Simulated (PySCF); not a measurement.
# J couplings in AsMe2(NMe2)

Bonds: As1-C2, As1-C6, As1-N10, N10-C11, N10-C12. C2 carries H3, H4, H5; C6 carries H7, H8, H9; C11 carries H13, H14, H15; C12 carries H16, H17, H18.

Indirect spin–spin couplings were computed at B3LYP/pcJ-1 (pcSseg-1 on As) (spin–dipole term only in couplings to heteroatoms) (PySCF 2.14) on a PBE0-D3(BJ)/def2-SVP structure, for the isolated molecule, without vibrational or relativistic corrections. Couplings are averaged over pairs made equivalent by symmetry, fast rotation or ring inversion, so a value needn't be that of the named pair in this geometry, while other rotamers aren't included; one pair stands for each set, and the list holds those of at least 0.8 Hz over up to four bonds.

Isotopes: ¹³C, ¹H, ¹⁵N.

| pair | bonds | J (Hz) |
| --- | --- | --- |
| C2, H3 | 1 | 139.7 |
| N10, C11 | 1 | -2.9 |
| C11, H13 | 1 | 138.2 |
| C2, N10 | 2 | -2.6 |
| H3, H4 | 2 | -12.5 |
| N10, H13 | 2 | ? |
| H13, H14 | 2 | -12.4 |
| C2, H7 | 3 | 4.9 |
| C2, C11 | 3 | 1.4 |
| H3, N10 | 3 | ? |
| C11, H16 | 3 | ? |

Question: Estimate the withheld couplings, with signs.

Answer: 
- ²J(N10,H13) = -2.4 Hz (mean over equivalent pairs that range from -3.3 to -0.6 Hz in this conformer)
- ³J(H3,N10) = -2.0 Hz (mean over equivalent pairs that range from -4.2 to 0.4 Hz in this conformer)
- ³J(C11,H16) = 6.7 Hz (mean over equivalent pairs that range from 2.7 to 14.4 Hz in this conformer)

Relativistic effects of the heavier atoms present are left out.
